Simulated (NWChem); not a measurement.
Atomisation of GaO

```
Ga
O 1 1.7193
```
Charge 0, spin multiplicity 2.

The numbers come from NWChem runs, not from measurements. Structure: optimised with UB3LYP/def2-SVP, a minimum by its harmonic frequencies.

Basis set: def2-TZVP. The atomisation energy is electronic alone: no zero-point, thermal, spin-orbit or counterpoise terms. No value is extrapolated to the basis-set limit. Free atoms are single determinants with multiplicities Ga 2, O 3. Correlated methods freeze the same cores in atoms and molecule, 10 orbitals in all.

```csv
method,atomisation energy (kcal/mol),relative cost,remark
LDA (SVWN5),131.7,1,-
PBE,110.6,under 3,-
BHandHLYP,82.3,under 3,-
TPSS,104.5,under 3,-
MP2,91.3,4,-
HF,38.5,under 3,-
BLYP,106.9,under 3,-
B3LYP,97.9,under 3,-
PBE0,96.0,under 3,-
CCSD(T),95.4,10,large amplitudes
```

The values span 93.2 kcal/mol, from HF (lowest) to LDA (SVWN5) (highest). Relative cost: rough, from shared machines, SCF included, LDA (SVWN5) = 1. Costs are the molecule's.

The Hamiltonian is non-relativistic. B3LYP has NWChem's definition, with VWN1-RPA local correlation. The structure started from a generated list of species. The unpaired electrons of the parent sit in orbitals of symmetry a1 (C2v labels of the run); other states weren't searched. No SCF solution was tested for a lower state. Open-shell Hartree-Fock references start from PBE0 orbitals; any time given for them includes that run. Coupled-cluster values serve here as a point of comparison, not as the truth.
